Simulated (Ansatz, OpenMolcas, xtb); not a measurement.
**SnH3OF (SMILES [OH][SnH2][F]): the HOMO–LUMO gap, rung by rung**

The species is SnH3OF (6 atoms), meant as a singlet with charge 0. SMILES: `[OH][SnH2][F]`. The coordinates come from a PBE0-D4/def2-TZVP relaxation. This is one conformer, not always the lowest.

Quantity: the HOMO–LUMO gap, in eV. The values are calculated.

```json
{"level": "GFN2-xTB", "kind": "semi-empirical", "program": "xtb", "value (eV)": "5.39", "CPU time": "under 2 s"}
{"level": "HF/def2-SVPD (core potential)", "kind": "Hartree–Fock", "program": "Ansatz", "value (eV)": "14.65", "CPU time": "4.1 s"}
{"level": "SVWN5/def2-SVPD (core potential)", "kind": "LDA", "program": "OpenMolcas", "value (eV)": "5.70", "CPU time": "35 s"}
{"level": "PBE/def2-SVPD (core potential)", "kind": "GGA", "program": "OpenMolcas", "value (eV)": "5.75", "CPU time": "42 s"}
{"level": "TPSS/def2-SVPD (core potential)", "kind": "meta-GGA", "program": "OpenMolcas", "value (eV)": "6.03", "CPU time": "53 s"}
{"level": "BHLYP/def2-SVPD (core potential)", "kind": "global hybrid", "program": "Ansatz", "value (eV)": "10.72", "CPU time": "10 s"}
{"level": "PBE0/def2-SVPD (core potential)", "kind": "global hybrid", "program": "OpenMolcas", "value (eV)": "8.37", "CPU time": "36 s"}
{"level": "CAM-B3LYP/def2-SVPD (core potential)", "kind": "range-separated hybrid", "program": "Ansatz", "value (eV)": "10.74", "CPU time": "10 s"}
{"level": "B2PLYP/def2-SVPD (core potential)", "kind": "double hybrid", "program": "OpenMolcas", "value (eV)": "10.96", "CPU time": "27 s"}
```

The values span 5.39 to 14.65 eV. Orbital gaps aren't excitation energies, and those of double hybrids come from the SCF part alone; they tend to grow with the share of exact exchange. CPU times are rough (shared hosts, several kinds of processor): they show what a rung costs within a factor of a few.
